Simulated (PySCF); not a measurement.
Precursor series Cd F-Br. Isolated molecules, 0 K electronic values unless said otherwise.

Method: PBE-D3(BJ)/def2-TZVP // BP86-D3(BJ)/def2-SVP (PySCF). All candidates: neutral, multiplicity 1. 

dipole moment: 0.00 D
HOMO–LUMO gap: 4.74 eV
LUMO: -3.42 eV

### Question
Name which member has these values.
A) [Cd(Br)2]
B) [Cd(F)(Br)]
C) [Cd(F)2]

### Answer
C, [Cd(F)2]. The others give [Cd(F)(Br)]: 0.88 D, 4.05 eV, -3.32 eV; [Cd(Br)2]: 0.00 D, 3.90 eV, -3.24 eV
